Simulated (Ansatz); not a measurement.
Total energies of `CCC(Cl)CC(Cl)CC(Cl)CC(Cl)CC(C)Cl` from Ansatz at PBE0-D4/def2-TZVP, gas phase (1 Eh = 27.2114 eV = 2625.5 kJ/mol). The reference geometry is relaxed at r2SCAN-D4/def2-SVP.

Cartesian coordinates in Å:
```
C -0.1206 1.2108 4.7214
C 0.9546 1.4293 3.6656
C 0.6898 2.5962 2.7256
Cl 0.5218 4.1480 3.6729
C 1.7798 2.8291 1.6783
C 2.0821 1.6057 0.8181
Cl 3.4362 2.0377 -0.3237
C 0.8972 1.0963 0.0123
C 1.1480 -0.2081 -0.7264
Cl 1.4811 -1.5240 0.4989
C -0.0257 -0.6178 -1.6007
C 0.1665 -1.9000 -2.3938
Cl 1.6463 -1.7603 -3.4486
C -1.0075 -2.2592 -3.2985
C -2.3635 -2.3583 -2.6116
C -3.4514 -2.8558 -3.5414
Cl -2.2518 -3.4749 -1.1687
H 0.1037 0.3207 5.3273
H -0.1948 2.0766 5.3947
H -1.1084 1.0598 4.2568
H 1.0381 0.5215 3.0396
H 1.9424 1.5748 4.1384
H -0.2955 2.4746 2.2461
H 2.7047 3.1325 2.1946
H 1.4863 3.6705 1.0294
H 2.4941 0.7890 1.4283
H 0.0361 0.9540 0.6895
H 0.6093 1.8679 -0.7245
H 2.0680 -0.1398 -1.3253
H -0.2355 0.2155 -2.2969
H -0.9119 -0.7524 -0.9549
H 0.3823 -2.7285 -1.7044
H -1.0944 -1.4953 -4.0929
H -0.7824 -3.2152 -3.7996
H -2.6508 -1.3866 -2.1799
H -3.2023 -3.8546 -3.9307
H -3.5547 -2.1652 -4.3946
H -4.4174 -2.9148 -3.0207
```

```csv
state,geometry,energy (Eh)
charge 0 singlet,reference,-2769.91320
charge 1 doublet,reference,-2769.56064
charge -1 doublet,reference,-2769.86650
free C atom (triplet),–,-37.80537
free Cl atom (doublet),–,-459.99739
free H atom (doublet),–,-0.50104
```

Single mean-field runs in def2-TZVP are fitted with def2-universal-jkfit.

Question: Work out the vertical ionisation energy to the doublet.

Answer: E(charge 1 doublet) − E(charge 0 singlet) = -2769.56064 − (-2769.91320) = 0.35256 Eh = 9.59 eV. For comparison, −ε of the highest occupied level is 8.26 eV at this level, 1.33 eV less.

Question: Work out the vertical electron affinity, to the doublet.

Answer: E(charge 0 singlet) − E(charge -1 doublet) = -2769.91320 − (-2769.86650) = -0.04670 Eh = -1.27 eV; negative, so the extra electron isn't bound. The basis lacks diffuse functions, which makes affinities too small.

Question: Give the fundamental gap IE − EA, the Mulliken electronegativity (IE + EA)/2 and the hardness (IE − EA)/2.

Answer: From the values in Eh: IE − EA = 0.35256 − (-0.04670) = 0.39926 Eh = 10.86 eV; (IE + EA)/2 = 4.16 eV; (IE − EA)/2 = 5.43 eV. The HOMO–LUMO gap of the same run is 8.32 eV, 2.54 eV smaller than the fundamental gap.

Question: What is the binding energy per atom against free atoms?

Answer: Atoms: 12 × (-37.80537) + 5 × (-459.99739) + 21 × (-0.50104) = -2764.17323 Eh. Binding: -2764.17323 − (-2769.91320) = 5.73997 Eh = 156.19 eV, or 4.11 eV for each of 38 atoms (no zero-point energy, no counterpoise term).

At PBE0-D4/def2-TZVP the highest occupied level of the charge -1 doublet lies above zero (up to 2.48 eV). By energy differences it is unbound by 1.27 eV (vertical, to the charge 0 singlet, at PBE0-D4/def2-TZVP) and held by the finite basis.
